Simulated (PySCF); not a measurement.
## Working out the ionisation energy of As

As [Ar] 3d10 4s2 4p3 (4S) → As+ [Ar] 3d10 4s2 4p2 (3P). Calculation: PySCF 2.14, in aug-cc-pVTZ-PP with ECP10MDF (6s5p4d2f, 55 functions); scalar relativity through the core potential. Frozen: 3s2 3p6 3d10. Energies in hartree (1 hartree = 27.21139 eV):

| part | As (lower) | As+ (upper) |
| --- | --- | --- |
| UHF | -331.210176 | -330.864177 |
| MP2 opposite-spin | -0.052762 | -0.045302 |
| MP2 same-spin | -0.019585 | -0.009055 |

Task: What does Hartree-Fock give?

Result: (-330.864177) − (-331.210176) = 0.345999 hartree = 9.415 eV.

Task: What do MP2 and SCS-MP2 (6/5 opposite-spin, 1/3 same-spin) give?

Result: The opposite-spin parts differ by 0.203 eV and the same-spin parts by 0.287 eV. MP2: 9.415 + (0.203) + (0.287) = 9.905 eV. SCS-MP2: 9.415 + 1.2 × (0.203) + (0.287)/3 = 9.754 eV.

Measured between the centres of the two terms (NIST): 10.008 eV, so MP2 (valence) is off by -0.103 eV.

What remains against the reference includes basis incompleteness, the frozen core and correlation beyond second order.
